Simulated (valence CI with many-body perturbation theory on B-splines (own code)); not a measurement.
## Run record, Cl11+

Computed by configuration interaction combined with many-body perturbation theory (CI+MBPT): four valence electrons over a frozen Dirac-Fock core [He], radial functions for each j: 6 s, 6 p, 5 d, 3 f, 1 g, with the one-electron correlation potential Σ1 (screened to all orders), the two-electron term Σ2, the three-electron term Σ3, Breit, model QED; selected single and double excitations, second order for the rest, scaled by the run's own slope (own B-spline code, finite nucleus).

Command, and the settings that its task file holds:

```sh
python run_cv.py task.json out
```

```
atom Cl  Z=17  mass_number=35  rms_radius_fm=3.3654
core [He]
valence 2s2 2p2
avg = 1
basis = S
breit = 1
cap = 10000
capref = 1200
cscale = 1
de = 0.0
dress = 0
eps = 2e-08
extrap = 1
h = 0.27
hh = 1
l2 = 3
lcore = 6
maxit = 3
n2 = 5
natural = 1
nlev = 21
nno = [3, 3, 3, 2, 1]
nroot = 26
nsp = [3, 3, 2, 1, 0]
pt2 = 1
qed = 1
rpa = 1
s1 = 1
s2 = 1
s3 = 1
screen = 1
tol = 2e-05
whole = 1
```

It took 20 s on 1 thread of Arm Neoverse N1, with other jobs on the host.

Log. The first blocks belong to the next ion, which gives the ionisation energy. Fields: 2J, parity (1 odd), roots, reference size, generating configurations, candidates as configurations/state functions, variational space P, stored matrix elements, Davidson steps; e2 is the range of second-order energies in hartree. The first line gives the box (bohr), its intervals, the orbitals and the steps of their self-consistent field. Window is the range of levels sought, series limit the energy at which the first omitted orbital would enter, core excitation an estimate of the first excitation out of the core, left out the lowest levels not solved, and shifts from estimates the range by which levels moved from their first estimate, all in cm⁻¹.

```
rmax 4.9 intervals 60 orbitals 36 references ['2s2 2p2', '2s 2p3', '2p4'] scf 5 t 0.6
2J=1 par=1 roots 2 ref 40 generators 4 cand 727/1028 P 759/1068 nnz 0 it 0
2J=1 par=1 roots 2 ref 40 generators 11 cand 493/726 P 1252/1794 nnz 0 it 3
   second order: generators 26 cand 1487/2223 e2 -0.00003 -0.00001
2J=3 par=1 roots 2 ref 61 generators 6 cand 480/933 P 520/994 nnz 0 it 0
2J=3 par=1 roots 2 ref 61 generators 15 cand 595/1134 P 1115/2128 nnz 0 it 3
   second order: generators 29 cand 2207/4657 e2 -0.00001 -0.00001
reference levels 448, estimated 289, window 2714956 1/cm; series limit 4091694, core excitation 21758580
2J=0 par=0 roots 6 ref 28 generators 17 cand 660/1019 P 2392/3566 nnz 9.6e+05 it 3
2J=0 par=0 roots 6 ref 28 generators 30 cand 2277/3937 P 4669/7503 nnz 3.1e+06 it 3
   second order: generators 77 cand 8479/15384 e2 -0.00010 -0.00002
2J=2 par=0 roots 6 ref 58 generators 19 cand 386/1147 P 1393/4045 nnz 1.6e+06 it 3
2J=2 par=0 roots 6 ref 58 generators 33 cand 1672/5937 P 3065/9982 nnz 7.7e+06 it 3
   second order: generators 79 cand 12046/50901 e2 -0.00015 -0.00005
2J=4 par=0 roots 6 ref 64 generators 16 cand 399/1244 P 1370/4440 nnz 2.1e+06 it 3
2J=4 par=0 roots 6 ref 64 generators 26 cand 1302/5494 P 2672/9934 nnz 8.3e+06 it 3
   second order: generators 72 cand 12095/69385 e2 -0.00035 -0.00006
2J=4 par=1 roots 6 ref 67 generators 14 cand 362/1207 P 1261/4263 nnz 2e+06 it 3
2J=4 par=1 roots 6 ref 67 generators 30 cand 1346/5733 P 2607/9996 nnz 8.5e+06 it 3
   second order: generators 70 cand 12354/69017 e2 -0.00082 -0.00002
2J=2 par=1 roots 7 ref 62 generators 21 cand 448/1216 P 1515/4338 nnz 1.9e+06 it 3
2J=2 par=1 roots 7 ref 62 generators 42 cand 1539/5648 P 3054/9986 nnz 7.6e+06 it 3
   second order: generators 80 cand 11961/49789 e2 -0.00041 -0.00005
2J=6 par=1 roots 2 ref 47 generators 9 cand 298/977 P 1078/3504 nnz 1.5e+06 it 3
2J=6 par=1 roots 2 ref 47 generators 16 cand 1324/6459 P 2402/9963 nnz 9.4e+06 it 3
   second order: generators 47 cand 10278/65127 e2 -0.00032 -0.00005
2J=0 par=1 roots 3 ref 24 generators 11 cand 837/1328 P 2559/3944 nnz 1.1e+06 it 3
2J=0 par=1 roots 3 ref 24 generators 23 cand 1855/3019 P 4414/6963 nnz 2.8e+06 it 3
   second order: generators 48 cand 7781/14195 e2 -0.00004 -0.00002
2J=6 par=0 roots 2 ref 41 generators 8 cand 381/1206 P 1172/3732 nnz 1.5e+06 it 3
2J=6 par=0 roots 2 ref 41 generators 17 cand 1546/6475 P 2718/10207 nnz 8.7e+06 it 3
   second order: generators 36 cand 9152/55279 e2 -0.00017 -0.00005
2J=8 par=1 roots 1 ref 24 generators 5 cand 343/1432 P 1215/3968 nnz 1.8e+06 it 3
2J=8 par=1 roots 1 ref 24 generators 12 cand 1681/7475 P 2896/11443 nnz 1.1e+07 it 3
   second order: generators 23 cand 6598/45884 e2 -0.00009 -0.00009
left out: unestimated 3910624, estimated 2887298, shifts from estimates -46 to 192
operators 0.2
```

The Davidson iterations stopped at their limit. The settings are bad on purpose, so the numbers may not be properties of the ion.

No measured spectrum was set against this ion. As an estimate, levels of excited configurations hold to 0.05 to 0.15 % of their energy, terms of the ground configuration to about 0.5 %.

```
Valence energy                            : -103.1855 hartree
Ionisation energy                         : 591.87 eV (NIST: 591.58 ± 0.19 eV (semi-empirical))
Reference configurations for the orbitals : 2s2 2p2, 2s 2p3, 2p4
Radial orbitals                           : 36
Box radius                                : 4.864 bohr
Largest variational space                 : 11443
Lowest levels                             : 2s²2p² ³P_0 0, 2s²2p² ³P_1 7217, 2s²2p² ³P_2 16608, 2s²2p² ¹D_2 75865, 2s²2p² ¹S_0 147460, 2s2p³ ⁵S°_2 205610, 2s2p³ ³D°_2 388360, 2s2p³ ³D°_1 388760, 2s2p³ ³D°_3 389020, 2s2p³ ³P°_0 455750, 2s2p³ ³P°_1 455910, 2s2p³ ³P°_2 456650, 2s2p³ ¹D°_2 577850, 2s2p³ ³S°_1 581710 cm⁻¹
```
